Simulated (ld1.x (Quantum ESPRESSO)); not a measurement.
Which change was made? (Dy, PAW)

dysprosium (Dy), PAW, made with ld1.x (Quantum ESPRESSO) 7.5 (LDA (PZ), scalar-relativistic). Core [Kr] 4d10, reference 4f9 5s2 5p6 5d0 6s0 6p0 (charge +3). Waves: 5s (bound): rcut 1.60, rcutus 1.80 bohr; 6s (bound, empty): rcut 1.60, rcutus 1.80 bohr; 5p (bound): rcut 1.85, rcutus 2.05 bohr; 6p (bound, empty): rcut 1.85, rcutus 2.05 bohr; 5d (bound, empty): rcut 1.70, rcutus 1.85 bohr; 5d channel at 2.4 Ry: rcut 1.70, rcutus 1.85 bohr; 4f (bound): rcut 1.05, rcutus 1.30 bohr; 4f channel at 1.3 Ry: rcut 1.05, rcutus 1.30 bohr. Local part: all-electron potential smoothed inside 1.55 bohr (lloc = -1). Core correction: Bessel-smoothed model core, default radius (core density twice the valence density). Augmentation charge: PSQ, inside the norm-conserving radii.

Cutoffs, loose and tight: the cutoffs (Ry, on a coarse ladder) from which the occupation-weighted sum of valence levels, in a spherical-Bessel basis at the reference potential, stays within 10 and 1 mRy of its value at 400 Ry. They do not see the model core or the augmentation charge, which bear on the density cutoff. Test errors are all-electron minus pseudo excitation energies from the reference, over the configurations 4f10 5s2 5p6 5d0 6s2 6p0; 4f10 5s2 5p6 5d0 6s1 6p0; 4f10 5s2 5p6 5d0 6s0 6p0; 4f10 5s1 5p6 5d0 6s2 6p0; 4f8 5s2 5p6 5d0 6s0 6p0; 4f10 5s2 5p6 5d0.5 6s1.5 6p0; 4f10 5s2 5p6 5d0 6s0 6p1 (two spin-polarised tests are not counted in the largest error); variants that change the core or the reference have their own tests.

The base gives: outcome: generated; cutoff, loose: 110 Ry; cutoff, tight: 180 Ry; bound ghosts: none; largest test error (meV): +105.

Q: After one change the result is: outcome: generated; cutoff, loose: 110 Ry; cutoff, tight: 180 Ry; bound ghosts: none; largest test error (meV): -139. Which change was it?
A. waves 5s (bound): rcut 1.54, rcutus 1.64 bohr; 6s (bound): rcut 1.54, rcutus 1.64 bohr
B. augmentation PSQ, radius 0.75 bohr
C. local potential all-electron potential smoothed inside 1.70 bohr (lloc = -2)
D. local potential all-electron potential smoothed inside 2.32 bohr (lloc = -1)
E. waves 4f (bound): rcut 1.05, rcutus 1.92 bohr; 4f channel at 1.3 Ry: rcut 1.05, rcutus 1.92 bohr

A: B. The others give: local potential all-electron potential smoothed inside 1.70 bohr (lloc = -2) → outcome: generated, overlap not positive; bound ghosts: not determined (overlap not positive); largest test error (meV): -101 | waves 5s (bound): rcut 1.54, rcutus 1.64 bohr; 6s (bound): rcut 1.54, rcutus 1.64 bohr → outcome: generated; cutoff, loose: 110 Ry; cutoff, tight: 180 Ry; bound ghosts: none; largest test error (meV): -92 | local potential all-electron potential smoothed inside 2.32 bohr (lloc = -1) → outcome: generated, overlap not positive; bound ghosts: not determined (overlap not positive); largest test error (meV): -371 | waves 4f (bound): rcut 1.05, rcutus 1.92 bohr; 4f channel at 1.3 Ry: rcut 1.05, rcutus 1.92 bohr → outcome: generated; cutoff, loose: 35 Ry; cutoff, tight: 60 Ry; bound ghosts: none; largest test error (meV): +66. A file whose overlap is not positive is unfit for use, and its test errors describe a broken file.
